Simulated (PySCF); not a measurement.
Compound: C4H10NPSi2.
Numbering: `[CH3:1][n:2]1[cH:3][p:4][c:5]([SiH3:6])[c:7]1[SiH3:8]` (hydrogens: H9, H10, H11 on C1; H12 on C3; H13, H14, H15 on Si6; H16, H17, H18 on Si8)

The same species was optimised twice, with GFN2-xTB and with PBE0-D3(BJ)/def2-SVP (PySCF), and the same property calculations (PySCF, gas phase) were run on both structures.

```
   coordinate  GFN2-xTB  PBE0-D3(BJ)/def2-SVP  change
    N2–C7 (Å)     1.365                 1.377  +0.012
    C1–N2 (Å)     1.438                 1.449  +0.011
    C5–C7 (Å)     1.382                 1.392  +0.010
    C3–P4 (Å)     1.715                 1.724  +0.009
   C5–Si6 (Å)     1.877                 1.868  -0.009
    P4–C5 (Å)     1.771                 1.779  +0.008
    N2–C3 (Å)     1.349                 1.356  +0.007
   C7–Si8 (Å)     1.875                 1.875   0.000
N2–C7–Si8 (°)     120.7                 122.2    +1.5
C5–C7–Si8 (°)     127.0                 125.8    -1.2
 C1–N2–C7 (°)     123.6                 122.9    -0.7
 C1–N2–C3 (°)     122.5                 123.0    +0.5
Si6–C5–C7 (°)     127.3                 127.6    +0.3
P4–C5–Si6 (°)     121.3                 121.0    -0.3
 N2–C7–C5 (°)     112.3                 112.0    -0.3
 C3–P4–C5 (°)      88.6                  88.8    +0.2
```

Rotational constants: A = 1409, B = 1181, C = 654.7 MHz (GFN2-xTB) against A = 1394, B = 1177, C = 650.4 MHz (PBE0-D3(BJ)/def2-SVP).

On the GFN2-xTB structure: HOMO (eV) -6.48 [PBE0/pcSseg-1]; LUMO (eV) -0.40 [PBE0/pcSseg-1]; dipole (D) 3.89 [PBE0/pcSseg-1]; GIAO shielding of C1 (ppm) 146.3 [PBE0/pcSseg-1]; GIAO shielding of N2 (ppm) 52.0 [PBE0/pcSseg-1]; GIAO shielding of C3 (ppm) 19.7 [PBE0/pcSseg-1]; GIAO shielding of P4 (ppm) 161.8 [PBE0/pcSseg-1]; GIAO shielding of C5 (ppm) 36.3 [PBE0/pcSseg-1]; GIAO shielding of Si6 (ppm) 427.6 [PBE0/pcSseg-1]; GIAO shielding of C7 (ppm) 46.3 [PBE0/pcSseg-1]; GIAO shielding of Si8 (ppm) 439.5 [PBE0/pcSseg-1].

**Question.** What do these properties become on the PBE0-D3(BJ)/def2-SVP structure?

**Answer.** 
```tsv
property	level	on GFN2-xTB	on PBE0-D3(BJ)/def2-SVP	change
HOMO (eV)	PBE0/pcSseg-1	-6.48	-6.53	-0.05
LUMO (eV)	PBE0/pcSseg-1	-0.40	-0.55	-0.15
dipole (D)	PBE0/pcSseg-1	3.89	4.11	+0.22
energy, GFN2-xTB geometry as zero (kcal/mol)	PBE0/pcSseg-1	0.0	-1.3	-1.3
GIAO shielding of C1 (ppm)	PBE0/pcSseg-1	146.3	143.9	-2.4
GIAO shielding of N2 (ppm)	PBE0/pcSseg-1	52.0	46.7	-5.3
GIAO shielding of C3 (ppm)	PBE0/pcSseg-1	19.7	17.4	-2.3
GIAO shielding of P4 (ppm)	PBE0/pcSseg-1	161.8	154.0	-7.8
GIAO shielding of C5 (ppm)	PBE0/pcSseg-1	36.3	33.3	-3.0
GIAO shielding of Si6 (ppm)	PBE0/pcSseg-1	427.6	426.0	-1.6
GIAO shielding of C7 (ppm)	PBE0/pcSseg-1	46.3	42.9	-3.4
GIAO shielding of Si8 (ppm)	PBE0/pcSseg-1	439.5	436.4	-3.1
```

The heavy atoms differ by 0.018 Å rms after alignment. Among bonds between heavy atoms C1–N2 and N2–C7 change most and about equally (+0.011 to +0.012 Å). Changes are differences of the printed values. Neither structure is proved a minimum here.
